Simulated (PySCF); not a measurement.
# Computed records: FH$_{4}$OSi$_{2}$

Computed with PySCF 2.14.0. Calculation on a computer-drawn molecule: the log of a Hartree-Fock and frozen-core CCSD(T) single point meant for a local Hartree-Fock minimum, with one planted fault or none, to be diagnosed. Offsets are logged minus clean, where the clean run is the same molecule without the fault. The reference is restricted for singlets and unrestricted otherwise, and also for a bond in bohr or an excited solution. Adding or removing an electron swaps singlet and doublet. The excited solution moves the top pair (singlet) or top alpha electron (doublet) to the lowest empty orbital. Highest occupied and lowest empty are orbital energies over both spins, largest force is the largest gradient component, triples share is (T) over the correlation energy, the T1 limit is 0.02 restricted and 0.045 unrestricted, electrons count all cores, a negative frequency is imaginary (commonest isotopes), and the dipole is about the centre of nuclear charge.

```json
{"formula": "FH4OSi2", "logged_structure": {"atoms_angstrom": [["O", -0.7431, 0.6983, 0.6805], ["Si", -0.2719, 0.8875, 2.244], ["F", -1.6075, 1.1397, 3.1382], ["Si", 0.7745, -1.1261, 2.9309], ["H", -1.3092, 1.3366, 0.2701], ["H", 1.1742, -0.9875, 4.35], ["H", 3.0615, -1.5081, 1.3645], ["H", -0.1326, -2.2878, 2.7826]]}, "given": {"meant_charge": 0, "meant_multiplicity": 2, "meant_basis": "cc-pV(D+d)Z", "logged_electrons": 49, "logged_basis_functions": 94, "logged_SCF_converged": "yes", "logged_spin_squared": 1.591, "logged_highest_occupied [eV]": -8.7043, "logged_lowest_empty [eV]": 1.0962, "logged_largest_force [hartree/bohr]": 0.0086241, "logged_T1_diagnostic": 0.041102, "logged_D1_diagnostic": 0.19896, "logged_triples_share": 0.025765, "logged_CC_converged": "yes", "logged_dipole_magnitude [debye]": 1.3038, "logged_SCF_stable_within_its_kind": "yes", "logged_energy_HF [hartree]": -754.46259, "logged_energy_CCSD(T) [hartree]": -755.05418, "possible_faults": "no fault, one electron removed, one electron added, multiplicity raised by two, geometry at a saddle point, SCF held on an excited solution, minimal basis STO-3G, one bond length entered in bohr, all coordinates scaled", "drawn_bonds_atom": [1, 2, 2, 1, 4, 4, 4], "drawn_bonds_other_atom": [2, 3, 4, 5, 6, 7, 8], "drawn_bonds_order": [1, 1, 1, 1, 1, 1, 1]}, "results": {"planted_fault": "one bond length entered in bohr, row 6 of the drawn bonds", "HF_energy_offset_from_clean_run [kcal/mol]": 68.47, "CCSD(T)_energy_offset_from_clean_run [kcal/mol]": 75.59}}
```
